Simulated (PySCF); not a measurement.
**Working out the electron affinity of I**

I⁻ [Xe] (1S) → I [Kr] 4d10 5s2 5p5 (2P). Calculation: PySCF 2.14, in aug-cc-pVTZ-PP with ECP28MDF (6s5p4d2f, 55 functions); scalar relativity through the core potential. Frozen: 4s2 4p6 4d10. Energies in hartree (1 hartree = 27.21139 eV):

```json
{"part": "UHF", "I⁻ (lower)": "-294.746457", "I (upper)": "-294.661883"}
{"part": "MP2 opposite-spin", "I⁻ (lower)": "-0.111993", "I (upper)": "-0.089536"}
{"part": "MP2 same-spin", "I⁻ (lower)": "-0.036324", "I (upper)": "-0.025892"}
```

**Question.** What does Hartree-Fock give?

**Answer.** (-294.661883) − (-294.746457) = 0.084574 hartree = 2.301 eV.

**Question.** What do MP2 and SCS-MP2 (6/5 opposite-spin, 1/3 same-spin) give?

**Answer.** The opposite-spin parts differ by 0.611 eV and the same-spin parts by 0.284 eV. MP2: 2.301 + (0.611) + (0.284) = 3.196 eV. SCS-MP2: 2.301 + 1.2 × (0.611) + (0.284)/3 = 3.129 eV.

Reference: 3.059 eV (measured; photodetachment measurements, as compiled on the Wikipedia data page of electron affinities), between the lowest levels; spin-orbit coupling is absent from the calculation.

What remains against the reference includes basis incompleteness, the frozen core and correlation beyond second order.
